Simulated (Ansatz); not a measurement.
C₈H₁₄O₃Ti (`C[O][Ti]1234([O]C)([O]C)[C@H]5[C@@H]1[C@@H]2[C@@H]3[C@H]54`), relaxed with RKS PBE0-D4/def2-TZVP in Ansatz from a GFN2-xTB geometry. The force threshold is 0.005 eV/Å; the program also tests the step.

Charge 0, multiplicity 1.

Start:

```xyz
26

C     1.505   -2.164   -0.429
O     0.386   -1.405   -0.734
Ti   -0.117    0.163   -0.189
O     1.317    0.752    0.590
C     1.745    0.648    1.905
O    -1.134   -0.234    1.155
C    -1.317   -1.410    1.865
C    -1.655    1.836   -0.751
C    -0.373    2.325   -1.067
C     0.171    1.506   -2.082
C    -0.788    0.523   -2.406
C    -1.911    0.716   -1.575
H     2.411   -1.534   -0.430
H     1.629   -2.960   -1.180
H     1.401   -2.637    0.562
H     2.027   -0.390    2.146
H     2.625    1.290    2.060
H     0.948    0.970    2.596
H    -0.508   -1.552    2.602
H    -1.333   -2.276    1.181
H    -2.274   -1.372    2.407
H    -2.365    2.300   -0.077
H     0.077    3.230   -0.677
H     1.101    1.685   -2.608
H    -0.714   -0.192   -3.217
H    -2.853    0.185   -1.647
```

Problem. How much energy does the relaxation release, and in how many steps? (Best estimate.)

Solution. Computed: 0.74 eV, in 57 steps, 2 of them rejected.

Problem. Which bonds change most? (An estimate is asked.)

Solution. Ansatz gave: Ti3–O4 from 1.735 to 1.831 Å; Ti3–O6 from 1.731 to 1.798 Å; O2–Ti3 from 1.734 to 1.799 Å; Ti3–C12 from 2.334 to 2.386 Å.

Problem. Give the relaxed structure. (An estimate is asked.)

Solution. The calculation gave: 
```xyz
26

C     2.040   -1.858   -1.348
O     1.210   -1.314   -0.383
Ti    0.079   -0.001    0.100
O     1.139    1.147    1.054
C     1.916    0.744    2.144
O    -0.950   -0.769    1.360
C    -2.155   -0.812    2.038
C    -1.617    1.503   -0.628
C    -0.395    1.994   -1.124
C     0.118    1.052   -2.035
C    -0.801   -0.018   -2.118
C    -1.871    0.260   -1.250
H     3.052   -1.443   -1.271
H     1.668   -1.658   -2.361
H     2.105   -2.945   -1.219
H     2.650   -0.020    1.852
H     2.459    1.607    2.544
H     1.296    0.323    2.946
H    -2.124   -0.174    2.929
H    -2.371   -1.838    2.359
H    -2.987   -0.471    1.407
H    -2.234    1.978    0.121
H     0.105    2.892   -0.795
H     1.064    1.120   -2.553
H    -0.682   -0.915   -2.708
H    -2.715   -0.386   -1.059
```
